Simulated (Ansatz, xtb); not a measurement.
Relative energy of two isomers of C5H11NO

Structure I: `CCCCC(N)=O`, a singlet. Structure II: `CC(C)(C)C(N)=O`, a singlet. Both are isolated molecules in the gas phase, relaxed with PBE0-D3(BJ)/def2-SVP; the shapes shown needn't be the lowest conformers.

I (Å):

```xyz
18

C    -2.0671   -2.1888   -0.7698
C    -1.9379   -0.8210   -0.1199
C    -0.7489   -0.7210    0.8263
C    -0.6011    0.6432    1.4782
C    -0.1668    1.7197    0.4946
N    -0.4196    2.9949    0.8922
O     0.3878    1.4656   -0.5551
H    -2.1919   -2.9829   -0.0155
H    -1.1689   -2.4328   -1.3591
H    -2.9323   -2.2362   -1.4484
H    -2.8650   -0.5823    0.4325
H    -1.8336   -0.0500   -0.9012
H    -0.8350   -1.4903    1.6125
H     0.1766   -0.9345    0.2673
H     0.1708    0.6080    2.2672
H    -1.5368    0.9473    1.9791
H    -0.1028    3.7532    0.3028
H    -0.8720    3.2086    1.7682
```

II (Å):

```xyz
18

C    -0.8074    0.9827   -0.6362
C    -1.3532   -0.3956   -0.9950
C    -1.9400   -0.3685   -2.4116
C    -2.4333   -0.8040    0.0144
C    -0.1897   -1.4029   -0.9370
N    -0.5117   -2.6886   -1.2430
O     0.9425   -1.0831   -0.6381
H    -1.6160    1.7292   -0.6650
H    -0.0186    1.2883   -1.3374
H    -0.3634    0.9802    0.3688
H    -2.7354    0.3906   -2.4764
H    -2.3837   -1.3336   -2.7020
H    -1.1694   -0.1147   -3.1554
H    -2.0213   -0.8639    1.0333
H    -2.8843   -1.7798   -0.2247
H    -3.2449   -0.0595    0.0209
H     0.2230   -3.3826   -1.2146
H    -1.4457   -2.9724   -1.4948
```

Quicker runs give these differences E(II) − E(I): GFN2-xTB −2.10 kcal/mol; HF/STO-3G +1.39 kcal/mol (at GFN2-xTB geometries); r2SCAN-D4/def2-SVP −1.25 kcal/mol (at GFN2-xTB geometries).

Question: Which of the two would you expect CCSD(T)/def2-SVP + ΔMP2/def2-TZVPP electronic energies to favour?

Answer: Too close to call at this level: CCSD(T)/def2-SVP + ΔMP2/def2-TZVPP gives E(II) − E(I) = −1.96 kcal/mol.

Level by level:

```tsv
level	geometry	E(II) − E(I) (kcal/mol)	departure from the last row (kcal/mol)	job, with rough time for the two
GFN2-xTB	GFN2-xTB	−2.10	−0.14	optimisation, 0.18 s
HF/STO-3G	GFN2-xTB	+1.39	+3.34	single point, 0.4 s
r2SCAN-D4/def2-SVP	GFN2-xTB	−1.25	+0.71	single point, 4.1 s
PBE0-D3(BJ)/def2-SVP	PBE0-D3(BJ)/def2-SVP	−0.47	+1.49	optimisation, 50 s
HF/def2-SVP	PBE0-D3(BJ)/def2-SVP	+1.71	+3.67	part of the CCSD(T) run
MP2/def2-SVP	PBE0-D3(BJ)/def2-SVP	−2.93	−0.97	part of the CCSD(T) run
CCSD(T)/def2-SVP	PBE0-D3(BJ)/def2-SVP	−2.35	−0.39	single point
CCSD(T)/def2-SVP + ΔMP2/def2-TZVPP	PBE0-D3(BJ)/def2-SVP	−1.96		single point, 2.1 min
```

As drawn, both hold the same kinds of bond in the same numbers. Structure I has 1 methyl group, II 3.

HF/STO-3G, HF/def2-SVP put the two in the other order. PBE0-D3(BJ)/def2-SVP finds them nearly level. The largest departure from CCSD(T)/def2-SVP + ΔMP2/def2-TZVPP is that of HF/def2-SVP, 3.67 kcal/mol. The last row adds to CCSD(T) the change of the MP2 difference between the two basis sets, here +0.39 kcal/mol.

With thermal terms from frequencies at re-optimised GFN2-xTB minima (ideal gas, soft modes damped towards free rotors, one conformer each, 298.15 K, 1 atm): the zero-point term adds −0.60 kcal/mol; ΔH is −2.38 and ΔG −1.99 kcal/mol.

The correlated steps freeze 7 core orbitals. Codes used: Ansatz 0.2.0, xtb 6.7.1; the last row on 4 threads of Arm Neoverse V1 on a shared host.
